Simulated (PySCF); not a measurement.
# Two-component Hartree-Fock for W³⁷⁺ (tungsten, charge +37)

Start: [Kr] 4d1; 4d5/2 filled at m_j = +5/2. Calculated with PySCF 2.14 in an uncontracted even-tempered set (17 s from 4.1 bohr⁻², ratio 2.8; 14 p from 5.4 bohr⁻², ratio 2.8; 9 d from 5.4 bohr⁻², ratio 2.8; 3 f from 19 bohr⁻², ratio 3): generalised Hartree-Fock with the X2C-1e Hamiltonian and a Gaussian nucleus; one run each with spin-orbit coupling (SO) screened by Boettger's factors, then bare. This is a chosen level, not necessarily the ground level.

| spinor shell | electrons | ε, screened SO (eV) | ε, bare SO (eV) | weight of nominal j (bare SO) | rms radius, bare SO (bohr) |
| --- | --- | --- | --- | --- | --- |
| 1s1/2 | 2 | -71488.4 | -71487.1 | 1.000 | 0.0208 |
| 2s1/2 | 2 | -13810.4 | -13810.0 | 1.000 | 0.0839 |
| 2p1/2 | 2 | -13257.1 | -13289.1 | 1.000 | 0.0711 |
| 2p3/2 | 4 | -11898.7 | -11888.3 | 1.000 | 0.0787 |
| 3s1/2 | 2 | -4433.2 | -4433.1 | 1.000 | 0.212 |
| 3p1/2 | 2 | -4189.7 | -4196.8 | 1.000 | 0.203 |
| 3p3/2 | 4 | -3882.4 | -3880.0 | 1.000 | 0.218 |
| 3d3/2 | 4 | -3482.4 | -3488.8 | 1.000 | 0.191 |
| 3d5/2 | 6 | -3417.1 | -3413.0 | 1.000 | 0.195 |
| 4s1/2 | 2 | -1975.0 | -1974.9 | 1.000 | 0.446 |
| 4p1/2 | 2 | -1864.4 | -1866.6 | 1.000 | 0.444 |
| 4p3/2 | 4 | -1772.0 | -1771.3 | 1.000 | 0.471 |
| 4d5/2 | 1 | -1600.3 | -1599.1 | 1.000 | 0.460 |

```tsv
quantity	screened SO	bare SO
E (hartree)	-15336.98718	-15338.17729
M_J	5/2	5/2
⟨J²⟩	8.751	8.751
⟨L²⟩	6.082	6.088
⟨S²⟩	0.832	0.837
```

Each row is a mean over spinors that exchange with the open shell spreads, by up to 14.371 eV (4p3/2).

Breit and QED terms are absent; they matter most for the inner s and p1/2 levels.

Densities and radii are taken from the X2C orbitals without a picture-change correction, which distorts them close to the nucleus.
